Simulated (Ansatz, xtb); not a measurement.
## Two isomers of ClGeH5OSi

Structure I: `O[Si@@H](Cl)[GeH3]`, a singlet. Structure II: `[OH][GeH2][SiH2]Cl`, a singlet. Both are isolated molecules in the gas phase, relaxed with PBE-D3(BJ)/def2-SVP; the shapes shown needn't be the lowest conformers.

I (Å):

```xyz
9

Cl    0.2368    0.0314   -2.3687
Ge   -0.1414   -2.9206   -0.2959
O    -1.9249   -0.1810   -0.1306
Si   -1.2219   -1.0835   -1.3551
H    -2.4368    0.5959   -0.4206
H    -2.2314   -1.4691   -2.4032
H     0.5603   -3.7929   -1.3683
H    -1.1560   -3.8022    0.4777
H     0.9266   -2.3884    0.6916
```

II (Å):

```csv
atom,x (Å),y (Å),z (Å)
Cl,-0.4704,-3.0041,2.4103
Ge,-1.1098,-0.3811,0.0548
O,-2.0649,1.1568,-0.0366
Si,-1.5508,-1.2169,2.2494
H,-1.9514,1.5830,-0.9065
H,0.4099,-0.0955,-0.1486
H,-1.5825,-1.3860,-1.0403
H,-1.0783,-0.2724,3.3171
H,-3.0079,-1.5163,2.4554
```

Task: Estimate E(II) − E(I) at the level CCSD(T)/def2-SVP + ΔMP2/def2-TZVPP.

Result: Calculated at CCSD(T)/def2-SVP + ΔMP2/def2-TZVPP: E(II) − E(I) = +81.1 kJ/mol, so structure I lies lower.

Level by level:

| level | geometry | E(II) − E(I) (kJ/mol) | departure from the last row (kJ/mol) | job, with rough time for the two |
| --- | --- | --- | --- | --- |
| GFN2-xTB | GFN2-xTB | +44.4 | −36.7 | optimisation, 0.48 s |
| HF/STO-3G | GFN2-xTB | +51.1 | −30.1 | single point, 1.1 s |
| r2SCAN-D4/def2-SVP | GFN2-xTB | +79.5 | −1.6 | single point, 8.1 s |
| PBE-D3(BJ)/def2-SVP | PBE-D3(BJ)/def2-SVP | +74.8 | −6.3 | optimisation, 65 s |
| HF/def2-SVP | PBE-D3(BJ)/def2-SVP | +74.9 | −6.2 | part of the CCSD(T) run |
| MP2/def2-SVP | PBE-D3(BJ)/def2-SVP | +76.7 | −4.4 | part of the CCSD(T) run |
| CCSD(T)/def2-SVP | PBE-D3(BJ)/def2-SVP | +74.6 | −6.5 | single point |
| CCSD(T)/def2-SVP + ΔMP2/def2-TZVPP | PBE-D3(BJ)/def2-SVP | +81.1 |  | single point, 66 s |

As drawn, II has 1 Ge–O, 1 Si–H in place of 1 O–Si, 1 Ge–H.

None of the levels shown reverses the order. The largest departure from CCSD(T)/def2-SVP + ΔMP2/def2-TZVPP is that of GFN2-xTB, 36.7 kJ/mol. The last row adds to CCSD(T) the change of the MP2 difference between the two basis sets, here +6.5 kJ/mol.

With harmonic frequencies from PBE-D3(BJ)/def2-SVP (ideal gas, rigid rotor, one conformer each, 298.15 K, 1 atm): on the last row, ΔE + ΔZPE = +81.0 kJ/mol. A mode under 50 cm⁻¹ makes harmonic enthalpies and free energies unreliable, so none is given.

The correlated steps freeze 20 core orbitals; the filled d shell of Ge is correlated, in a basis made for valence electrons. Programs: Ansatz 0.2.0, xtb 6.7.1; the last row on 2 threads of AMD EPYC (Zen 3) on a shared host.
